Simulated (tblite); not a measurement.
Compound: benzo[b]selenophene, C₈H₆Se.
InChI=1S/C8H6Se/c1-2-4-8-7(3-1)5-6-9-8/h1-6H

Method: GFN2-xTB as coded in tblite; computed harmonic values from a numerical Hessian at the method's own geometry, unscaled. Errors from tens to a few hundred cm⁻¹ against measured bands are possible.

Harmonic wavenumbers (cm⁻¹): 155.4, 182.5, 272.0, 370.8, 372.4, 412.6, 481.2, 517.7, 579.5, 647.1, 659.2, 708.4, 743.3, 778.8, 837.3, 844.3, 868.9, 906.3, 923.4, 1005.3, 1064.8, 1076.7, 1151.8, 1173.4, 1188.9, 1235.9, 1305.2, 1339.3, 1403.2, 1447.8, 1511.5, 1561.1, 1584.7, 3071.3, 3075.3, 3083.2, 3092.8, 3100.2, 3112.4.

A = 2734, B = 948.0, C = 703.9 MHz; mass 181.963 u (most abundant isotopes); point group Cs, symmetry number 1.

Q: What is the zero-point energy?

A: Half the sum of the wavenumbers: 23923 cm⁻¹ = 68.40 kcal/mol.

Q: Entropy at 298.15 K, 1 bar (ideal gas, RRHO, classical rotation)?

A: Translation 41.53, rotation 29.56, vibration 14.17: S = 85.3 cal/(mol K).

Q: And Cp and H(298.15 K) − H(0)?

A: Cp = 30.78 cal/(mol K), of which vibrations give 22.83 (their classical limit is 39 R = 77.5); H(298.15 K) − H(0) = 5.09 kcal/mol without the zero-point energy, 2.72 from vibrations.

Q: What must be added to the electronic energy to get the Gibbs energy at 298.15 K and 1 bar?

A: ZPE + [H(298.15 K) − H(0)] − T·S = 68.40 + 5.09 − 25.42 = 48.07 kcal/mol.

Q: Which modes carry the vibrational entropy at 298.15 K?

A: 155.4 cm⁻¹: 2.61; 182.5 cm⁻¹: 2.30; 272.0 cm⁻¹: 1.58; 370.8 cm⁻¹: 1.08; 372.4 cm⁻¹: 1.07; 412.6 cm⁻¹: 0.92 cal/(mol K); the other 33 give 4.62 together.

Q: How do the functions run with temperature in this model?

A: 
```
 T (K)  S (cal/(mol K))  Cp (cal/(mol K))  H − H(0) (kcal/mol)  G − H(0) (kcal/mol)  ln q(vib)
    50             57.1               8.8                 0.41                -2.45       0.02
   100             64.1              12.0                 0.92                -5.49       0.22
373.15             92.9              37.8                 7.67               -27.01       3.76
   500            105.4              47.4                13.10               -39.60       6.01
   750            127.2              59.7                26.62               -68.74      10.66
  1000            145.4              67.0                42.54              -102.88      15.16
```

q(vib) and H(0) count from the zero-point level.

Hindered rotation and anharmonicity are outside this model.
